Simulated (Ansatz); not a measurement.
`[CH3][Ge]([CH3])([Cl])[Cl]`. The species carries charge 0 and has multiplicity 1.

Cartesian coordinates in Å:
```
C -0.485 -1.632 0.076
Ge 0.580 -0.019 0.129
C -0.305 1.658 -0.252
Cl 1.470 0.128 2.089
Cl 2.205 -0.248 -1.272
H -1.288 -1.567 0.812
H -0.912 -1.758 -0.920
H 0.147 -2.489 0.307
H 0.417 2.470 -0.181
H -1.106 1.823 0.471
H -0.722 1.633 -1.259
```

(1) List the harmonic frequencies (cm⁻¹, unscaled) at PBE0-D4/def2-TZVP in Ansatz. (Estimate.)

(2) Is this a minimum?

(3) Give the ideal-gas thermochemistry at 298.15 K and 1 bar (rigid rotor, harmonic oscillator; point group C2v, symmetry number 2).

(4) Rotational constants (cm⁻¹)?

Answers

(1) Computed: 124, 130, 136, 148, 176, 177, 181, 407, 420, 600, 641, 766, 786, 830, 855, 1263, 1268, 1441, 1444, 1447, 1455, 3068, 3069, 3163, 3164, 3173, 3173.

(2) Yes, all 27 modes are real.

(3) Zero-point energy 200.4 kJ/mol; H(298) − E = 225.3 kJ/mol; entropy 379.4 J/(mol·K), of which translation 173.2, rotation 113.3, vibration 92.9; G(298) − E = 112.2 kJ/mol.

(4) 0.07598, 0.05514, 0.04853.
